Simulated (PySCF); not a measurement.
Field gradients at the hydrogen positions

C5H5F6P.
Cartesian coordinates in Å at the GFN2-xTB level; atoms count from 1:
```xyz
17
C5H5F6P angstrom
C      1.721    1.801    0.762
C      1.137    0.617    0.668
P      0.389    0.058   -0.893
C     -1.254   -0.550   -0.225
C     -2.123    0.663    0.000
F     -3.409    0.350    0.206
F     -2.091    1.499   -1.049
F     -1.731    1.379    1.065
C      1.156   -1.678   -0.851
F      2.461   -1.629   -1.133
F      0.577   -2.479   -1.756
F      1.037   -2.299    0.336
H      1.776    2.472   -0.080
H      2.162    2.146    1.683
H      1.075   -0.058    1.516
H     -1.737   -1.183   -0.974
H     -1.152   -1.099    0.716
```

Level: PBE0/pcSseg-1 (PySCF, non-relativistic); Q(2H) = 0.00286 b; rigid geometry, the same for H and D, with no vibrational averaging.

Question: Rank these positions by the coupling χzz of a deuteron there, largest first.
A. H13 (vinylic hydrogen)
B. H15 (vinylic hydrogen)
C. H16 (methylene hydrogen)

Answer: A (221 kHz), B (213 kHz), C (198 kHz).

Q: Give the electric field gradient Vzz (the principal value of largest size), its asymmetry and the 2H coupling at each hydrogen.

A: 
```
atom  bonded to  bond length (Å)  Vzz (au)     η  χzz (kHz)
 H13         C1            1.078    0.3295  0.04        221
 H14         C1            1.078    0.3324  0.03        223
 H15         C2            1.085    0.3169  0.06        213
 H16         C4            1.094    0.2953  0.04        198
 H17         C4            1.094    0.2945  0.04        198
```

Q: A static deuteron (I = 1) shows a doublet split by (3/2)χ, (3/4)χ(1 + η) and (3/4)χ(1 − η) with the field along z, y and x of the gradient. What are these for H13?

A: With |χ| = 221.4 kHz and η = 0.041: 332, 173 and 159 kHz, to first order and without motion.

Geometry: GFN2-xTB, one conformer, isolated molecule. GFN2-xTB bond lengths can be off by several hundredths of an ångström, more for odd bonds, and the gradients follow them. The small basis limits the accuracy of the gradients.
